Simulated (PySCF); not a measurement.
Excitations are Tamm–Dancoff values on a coarser integration grid. The basis has no diffuse functions, so Rydberg states are missing or too high.

Cartesian coordinates (Å):
SMILES: C(O)(=B)O
```xyz
7

B      1.2846    -0.5663     0.0057
C      0.0045    -0.0029     0.0003
O     -0.2061     1.3388     0.2393
O     -1.1265    -0.7526    -0.2446
H      2.3536    -1.0359     0.0101
H     -0.6113     1.7341    -0.5471
H     -1.6987    -0.7153     0.5363
```
Charge 0, spin multiplicity 1.

Question: Estimate the S1–T1 gap (TDA), S1 excitation (TDA) and dipole moment that PBE-D3(BJ)/def2-TZVP // B3LYP-D3(BJ)/def2-TZVP (PySCF) returns for this input.

Answer: 
```json
{
 "S1–T1 gap (TDA)": "0.62 eV",
 "S1 excitation (TDA)": "2.01 eV",
 "dipole_moment": "0.72 D"
}
```
